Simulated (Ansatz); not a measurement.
A nudged elastic band was laid between two geometries of Cl3GeH + H4Si (10 atoms, charge 0, multiplicity 1).

These are results of Ansatz, RKS PBE0-D4/def2-SVP, not measurements.

* movable images: 9
* climbing image: yes
* spring: 5.0 eV/Å²
* optimiser: quadratic models (default)
* start path: through a guess of the saddle point
* force threshold: 0.05 eV/Å
* iteration limit: 60
* end points: relaxed

First end point:

```xyz
10
Properties=species:S:1:pos:R:3
Ge 0.701 -0.068 -0.227
H 1.010 0.065 1.261
Cl 2.490 0.102 -1.386
Cl -0.643 1.472 -0.862
Cl -0.198 -1.958 -0.655
Si -3.128 0.079 1.447
H -3.225 -0.595 0.122
H -4.064 -0.572 2.413
H -3.473 1.525 1.318
H -1.733 -0.050 1.973
```

Last end point:

```xyz
10
Properties=species:S:1:pos:R:3
Ge -0.646 -0.222 -0.756
H 0.014 0.536 2.851
Cl 1.239 -0.005 0.267
Cl -0.706 1.294 -2.282
Cl -0.597 -2.130 -1.750
Si -2.518 -0.056 0.704
H -3.728 -0.285 -0.134
H -2.378 -1.107 1.749
H -2.520 1.311 1.293
H -0.423 0.666 3.462
```

(1) What changes between the two ends?

(2) Give the energies along the band, and the barrier.

(3) What is the geometry of the highest image?

Answers

(1) Bonds broken: Ge1–H2, Si6–H10. Bonds formed: Ge1–Si6, H2–H10. Cl3GeH + H4Si becomes Cl3GeH3Si + H2.

(2) The run converged. The highest image is number 4 of 0 to 10, 3.26 eV above the first end and 3.28 eV above the last; the last end lies 0.02 eV below the first. Neighbouring images differ by up to 2.5 eV, so the band resolves the path poorly. A vibrational analysis at the climbing image gives one clearly imaginary mode, 1626i cm⁻¹: a first-order saddle point. The orbitals stay closed-shell, which can raise the energy where a bond breaks towards radicals; this wasn't checked here.

```
image  path coordinate (Å)  energy (eV)  Ge1–H2 (Å)  Si6–H10 (Å)  Ge1–Si6 (Å)
    0                 0.00         0.00        1.53         1.50         4.18
    1                 0.82         0.01        1.53         1.49         4.10
    2                 1.65         0.11        1.52         1.49         3.66
    3                 2.47         0.80        1.54         1.52         3.11
    4                 3.29         3.26        1.78         1.98         2.64
    5                 3.92         1.75        2.19         2.37         2.47
    6                 4.54         0.87        2.54         2.58         2.41
    7                 5.16         0.37        2.83         2.74         2.39
    8                 5.78         0.10        3.08         2.93         2.38
    9                 6.40         0.00        3.40         3.21         2.38
   10                 7.01        -0.02        3.74         3.54         2.38
```

(3) 
```xyz
10
Properties=species:S:1:pos:R:3:forces:R:3
Ge -0.229 -0.051 -0.017 0.00 0.01 -0.01
H 0.333 0.320 1.626 -0.01 0.00 0.00
Cl 1.885 -0.023 -0.577 0.01 0.00 0.00
Cl -0.867 1.664 -1.187 0.00 0.00 0.00
Cl -0.609 -2.155 -0.385 0.00 -0.01 0.00
Si -2.653 0.010 1.026 0.00 -0.01 0.00
H -3.402 -0.318 -0.221 0.00 0.00 0.00
H -2.905 -1.034 2.068 0.00 0.00 0.00
H -3.067 1.353 1.540 0.00 0.00 0.00
H -0.749 0.234 1.530 0.00 0.00 0.01
```

Run time: 7.5 min on 4 threads of Arm Neoverse V2, on a shared host, peak memory 0.41 GiB.
